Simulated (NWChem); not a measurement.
System: CH6BNO2; SMILES CNB(O)O

The following NWChem deck was run.

```
start job
memory heap 200 mb stack 900 mb global 1100 mb
geometry units angstroms noautosym nocenter noautoz
  B      0.006380    -0.551028     0.000000
  N      0.655135     0.707775     0.000000
  C     -0.014098     1.981947     0.000000
  H      1.665017     0.756697     0.000000
  H      0.229620     2.588300    -0.891180
  H      0.229620     2.588300     0.891180
  H     -1.099259     1.814578     0.000000
  O     -1.363275    -0.592301     0.000000
  H     -1.672822    -1.502315     0.000000
  O      0.683214    -1.751234     0.000000
  H      1.638596    -1.661447     0.000000
end
basis spherical
  B library 6-311g**
  N library 6-311g**
  C library 6-311g**
  H library 6-311g**
  O library 6-311g**
end
dft
  xc b3lyp
  iterations 150
end
property
  shielding 10 1 2 3 4 5 7 8 9 10 11
end
task dft property
```

All runs use the structure optimised with PBE0/def2-SVP.

GIAO values for the isolated, static molecule; σ is the absolute isotropic shielding, δ = σ(reference) − σ with the isolated reference molecule computed at the same levels (11B: boron trifluoride, 13C: tetramethylsilane, 1H: tetramethylsilane, 15N: ammonia, 17O: water).

Atoms are numbered as in the input.

Task: What results follow from this input? (B3LYP/6-311G** (spherical d), GIAO.) Quantities: δ B1 (ppm); δ N2 (ppm); δ C3 (ppm); δ H4 (ppm); δ O8 (ppm); δ O10 (ppm); δ H11 (ppm).

Result: 
* **δ B1 (ppm)**: 10.0
* **δ N2 (ppm)**: 58.4
* **δ C3 (ppm)**: 29.4
* **δ H4 (ppm)**: 0.60
* **δ O8 (ppm)**: 78.2
* **δ O10 (ppm)**: 82.0
* **δ H11 (ppm)**: 1.61
